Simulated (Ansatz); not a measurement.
The same path of AlBrF₂H₂S (7 atoms, charge 0, multiplicity 1) was run twice with different band settings.

The calculation used RKS PBE0-D4/def2-SVP in Ansatz 0.2.0.

Relaxed end points:

```xyz
7
Properties=species:S:1:pos:R:3
Al -0.839 -0.561 -0.026
Br 0.173 -2.489 0.558
F -1.709 -0.509 -1.441
F -1.350 0.448 1.199
H 1.896 0.393 0.376
S 1.138 0.812 -0.664
H 0.691 1.905 -0.001
```

```xyz
7
Properties=species:S:1:pos:R:3
Al -0.881 -0.509 -0.049
Br 0.247 -2.283 0.778
F -1.628 -0.688 -1.522
F -1.566 0.534 1.054
H 1.965 0.214 -0.153
S 0.997 1.028 -0.636
H 0.867 1.705 0.529
```

Common settings: movable images 5; climbing image yes; spring 5.0 eV/Å²; optimiser quadratic models (default); start path through a guess of the saddle point; iteration limit 60; end points relaxed.

| run | force threshold |
| --- | --- |
| 1 | 0.05 eV/Å |
| 2 | 0.5 eV/Å |

Task: What does each run give, and how far can it be trusted?

Result: Run 1: converged after 13 iterations, highest image 0.009 eV above the first end. The highest image is an end point: on this band no image between the ends rises above it. A vibrational analysis next to that end finds imaginary modes (67i cm⁻¹), so it isn't a minimum.
Run 2: converged after 9 iterations, highest image 0.010 eV above the first end. The threshold of 0.5 eV/Å is loose, so the images may lie well off the minimum-energy path. The top lies less than 8 meV above the higher end, about what the thresholds resolve: that end is a shoulder or a very shallow well. Another band between the same ends (5 images) ends at a top of the same energy, where a vibrational analysis finds 1 clearly imaginary mode.
